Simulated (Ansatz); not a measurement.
Cost and result for the atomization energy of `[CH2]C[SiH2]Cl` radical (10 atoms, 9 bonds).

```xyz
10

C    -1.377    0.595    0.355
C    -0.580   -0.543   -0.130
Si    1.217    0.021   -0.121
Cl    2.472   -1.482   -0.782
H    -1.722    1.362   -0.326
H    -1.539    0.749    1.414
H    -0.836   -0.836   -1.152
H    -0.661   -1.424    0.513
H     1.633    0.378    1.255
H     1.393    1.180   -1.026
```

Total charge 0; spin multiplicity 2. The geometry is a stationary point of PBE0-D4/def2-TZVP. It is one conformer, not always the lowest. Program: Ansatz. All runs use 4 threads of an AMD EPYC 9R45 on a shared host. Times are those of one run each, without the atoms' runs, and a repeat can differ threefold. Electronic energies, without spin–orbit coupling; frozen cores. CCSD(T)/CBS adds CCSD(T) − MP2 in def2-TZVPP to the MP2 limit, and its time is that of the two runs behind it. T1 = 0.012; ⟨S²⟩ of the reference is 0.77. B3LYP takes the VWN-RPA correlation (the form of Gaussian; ORCA's B3LYP/G).

CCSD(T)/CBS is a level of theory with its own doubt, some kJ/mol a heavy atom from the limit and from the frozen cores, so smaller differences don't rank the functionals.

| level | functions | atomization (kJ/mol) | difference from CCSD(T)/CBS | per bond |
| --- | --- | --- | --- | --- |
| r2SCAN-D4/def2-TZVPP (with forces) | 230 | 3510.3 | 30.0 | 3.3 |
| PBE-QIDH/def2-TZVPP | 230 | 3476.5 | -3.8 | -0.4 |
| B2PLYP/def2-TZVPP | 230 | 3441.6 | -38.7 | -4.3 |
| MP2/def2-QZVPP | 434 | 3472.3 | -8.0 | -0.9 |
| CCSD(T)/def2-TZVPP | 230 | 3396.0 | -84.3 | -9.4 |
| B3LYP-D4/def2-TZVPP (with forces) | 230 | 3481.3 | 1.0 | 0.1 |
| CAM-B3LYP-D4/def2-TZVPP | 230 | 3492.7 | 12.4 | 1.4 |
| ωB97X-V/def2-TZVPP | 230 | 3495.5 | 15.2 | 1.7 |
| CCSD(T)/CBS(def2) | – | 3480.3 | 0.0 | 0.0 |
| PBE0-D4/def2-TZVPP | 230 | 3497.2 | 16.9 | 1.9 |
| LDA (SPW92)/def2-TZVPP | 230 | 3911.8 | 431.5 | 47.9 |
| CCSD(T)/def2-SVP | 94 | 3288.8 | -191.5 | -21.3 |
| BLYP-D4/def2-TZVPP | 230 | 3452.2 | -28.1 | -3.1 |

Problem. Order the runs by time, with rough figures. (An estimate is asked.)

Solution. The calculation gave: LDA (SPW92)/def2-TZVPP 0.75 s; BLYP-D4/def2-TZVPP 1.2 s; PBE0-D4/def2-TZVPP 2 s; CAM-B3LYP-D4/def2-TZVPP 2.1 s; B3LYP-D4/def2-TZVPP (with forces) 2.3 s; r2SCAN-D4/def2-TZVPP (with forces) 2.4 s; PBE-QIDH/def2-TZVPP 2.4 s; B2PLYP/def2-TZVPP 2.5 s; CCSD(T)/def2-SVP 3.3 s; ωB97X-V/def2-TZVPP 3.9 s; MP2/def2-QZVPP 8.5 s; CCSD(T)/def2-TZVPP 3.8 min; CCSD(T)/CBS(def2) 3.9 min.

Leaving LDA and LC-ωPBE aside and taking each functional with its dispersion term where it has one, the values, not all of them listed here, spread over 98.1 kJ/mol, from BHLYP-D4 to PBE-D4. LDA lies +409.4 kJ/mol from PBE without D4, its usual overbinding. From PBE to PBE0 (25 % exact exchange), in def2-TZVPP and without D4, the atomization energy moves by −22.3 kJ/mol: exact exchange takes away binding that semilocal exchange gives to molecules. At CCSD(T), def2-SVP lies −191.4 kJ/mol from the extrapolated value and def2-TZVPP −84.2 kJ/mol: correlation converges slowly with the basis, and small sets miss more of it in the bonded molecule than in its fragments.
